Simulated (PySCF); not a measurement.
# Diatomic anions of Be with the fourth-period p block

CCSD(T) with double-zeta basis sets in PySCF, for the lowest determinant that a PBE0 search found; no spin–orbit coupling. De refers to high-spin ground-configuration atoms (the charge goes to the atom of lower measured ionisation energy or higher electron affinity, which is not always the lowest computed limit).

```json
{"M": "Ge", "basis": "aug-pcseg-1", "reference, frozen orbitals": "UHF, 9", "charged atom": "Ge−", "state (unpaired electrons)": "quartet (σ ↑, π ↑↑)", "Re (Å)": "2.300", "ωe (cm⁻¹)": "406", "De (eV)": "0.91"}
{"M": "Se", "basis": "aug-pcseg-1", "reference, frozen orbitals": "UHF, 9", "charged atom": "Se−", "state (unpaired electrons)": "doublet (σ ↑)", "Re (Å)": "1.986", "ωe (cm⁻¹)": "716", "De (eV)": "2.56"}
{"M": "Br", "basis": "def2-SVPD", "reference, frozen orbitals": "RHF, 9", "charged atom": "Br−", "state (unpaired electrons)": "singlet (closed shell)", "Re (Å)": "2.289", "ωe (cm⁻¹)": "329", "De (eV)": "0.69"}
```

The shortest bond is that of BeSe⁻ (1.986 Å), the longest that of BeGe⁻ (2.300 Å). BeSe⁻ is bound most strongly (2.56 eV) and BeBr⁻ least (0.69 eV).

The rows differ in basis set, which adds steps of its own.

The state changes along the series, so neighbouring rows are not always alike in their bonding.

Correlated steps freeze 9 core orbitals. Correlated levels converge slowly with the basis: in double zeta they bind strong bonds too weakly, by up to about 1 eV, and carry superposition errors of some tenths. For an ion De counts to the pair picked by the measured ionisation energies or electron affinities, which need not be the lowest pair at this level. States were picked by a PBE0 search and need not be the measured ground states.
